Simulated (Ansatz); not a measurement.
`C1[CH2][Zn][SiH2]1`, relaxed with RKS PBE0-D4/def2-TZVP in the Gaussian-basis code of Ansatz from a PBE-D4/def2-SVP geometry. The force threshold is 0.005 eV/Å; the program also tests the step.

Total charge 0; spin multiplicity 1.

Start:

```xyz
10

C    -0.312   -0.491    0.230
C    -0.787    0.782    0.951
Zn    0.948    1.682    0.378
Si    1.163   -0.209   -1.065
H     0.079   -1.235    0.955
H    -1.130   -0.975   -0.353
H    -1.014    0.656    2.026
H    -1.636    1.286    0.446
H     0.594   -0.095   -2.465
H     2.095   -1.401   -1.102
```

```csv
step,energy (eV),largest force (eV/Å),largest move (Å)
1,-58456.0579,0.537,0.000
2,-58456.0919,0.167,0.037
3,-58456.0960,0.051,0.019
4,-58456.0965,0.031,0.014
5,-58456.0970,0.021,0.019
6 (rejected),-58456.0957,0.063,0.040
7,-58456.0975,0.023,0.019
8,-58456.0979,0.024,0.046
9,-58456.0980,0.020,0.012
10,-58456.0981,0.012,0.005
11,-58456.0981,0.006,0.005
12,-58456.0981,0.002,0.003
```

End:

```xyz
10

C    -0.343   -0.477    0.186
C    -0.766    0.777    0.965
Zn    0.907    1.714    0.310
Si    1.138   -0.215   -1.066
H     0.001   -1.257    0.872
H    -1.173   -0.887   -0.401
H    -0.888    0.620    2.035
H    -1.659    1.253    0.563
H     0.652   -0.200   -2.480
H     2.131   -1.328   -0.984
```

Run time 52 s (4 threads of an Arm Neoverse V1 on a shared host); peak host memory 0.53 GiB.
